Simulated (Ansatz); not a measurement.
Reaction: BBr2F (SMILES FB(Br)Br) → BBrF (SMILES F[B]Br, doublet) + Br (doublet) (the B-Br bond breaks)
Each species at its own B3LYP-D3(BJ)/def2-TZVP minimum (Ansatz, an electronic-structure program).

Wanted: bond dissociation energy (electronic), in kcal/mol. Open shells are spin-unrestricted; no spin-orbit coupling. Correlated methods leave the cores frozen (noble-gas shells, and filled d and f shells in the p block). No relativity. CBS(X,Y): correlation extrapolated as X^-3, Hartree-Fock from the larger set (Q,5: extrapolated as (X+1)exp(-9√X)). A bracket is a step between two methods taken in the basis named. Double hybrids freeze cores in their MP2 part. Spin-orbit terms, left out, reach several kcal/mol for Br and I, and more for heavier atoms.

CCSD(T)/CBS(cc-pVQZ,cc-pV5Z) + [CCSDT(Q) - CCSD(T)]/cc-pVDZ (Ansatz) gives 105.1 kcal/mol.

Problem. How far off this value is PBE/def2-TZVPD (Ansatz), in which direction, and how far these levels: r2SCAN/def2-TZVPD, PBE0/def2-TZVPD, wB97M-V/def2-TZVPD, B2PLYP/def2-TZVPD, CCSD(T)/CBS(cc-pVQZ,cc-pV5Z)?

Solution. PBE gives 103.9 kcal/mol, 1.2 kcal/mol below it. Differences of the others: r2SCAN/def2-TZVPD (Ansatz) -2.2; PBE0/def2-TZVPD (Ansatz) -2.1; wB97M-V/def2-TZVPD (Ansatz) 0.4; B2PLYP/def2-TZVPD (Ansatz) -3.7; CCSD(T)/CBS(cc-pVQZ,cc-pV5Z) (Ansatz) 0.0 kcal/mol.
